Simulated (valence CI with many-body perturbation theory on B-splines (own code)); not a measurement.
## Ag XXXV: key properties

Method: valence CI with perturbative core correlation (CI+MBPT): three valence electrons over a frozen Dirac-Fock core [Ne], radial functions for each j: 11 s, 11 p, 9 d, 7 f, 5 g, 2 h, 1 i, with the one-electron correlation potential Σ1, the two-electron term Σ2, the three-electron term Σ3, Breit, model QED; selected CI, second order for the rest (own B-spline code, finite nucleus).

The last digits are not significant, and no measured levels were compared; by estimate large intervals hold to a few tenths of a per cent, small ones and those within an open d or f shell to about a per cent.

Levels are named by their leading jj configuration (3d3/2^4 stands for four electrons in 3d with j = 3/2), which in mixed levels can hold well under half, so a name can repeat and another be missing.

Rates and lifetimes use the calculated energies. Strong lines usually hold to 10 to 20 %, long lifetimes can be off by a factor of two.

Q: What is the ground level?

A: (3s^2 3p1/2) J=1/2, composition 99 % 3s²3p ²P°, g = 0.660.

Q: Where does the other parity begin?

A: At (3s 3p1/2^2) J=1/2, 652.71 × 10³ cm⁻¹.

Q: What is the ionisation energy?

A: 2152.2 eV; NIST lists 2131 ± 10 eV (semi-empirical).

Q: What are the static dipole polarisabilities of the lowest levels?

A: (3s^2 3p1/2) J=1/2 0.0237 bohr³, of which the core gives 0.000354.

Q: How well does LS coupling describe the low levels?

A: Among the lowest 20 levels the leading LS term, summed over configurations, holds 71 % on average. For single configurations the figures are 66 % in LS and 84 % in jj coupling. Terms mix most in the J = 3/2 level at 1759.5 × 10³ cm⁻¹, where the leading one holds 39 %.
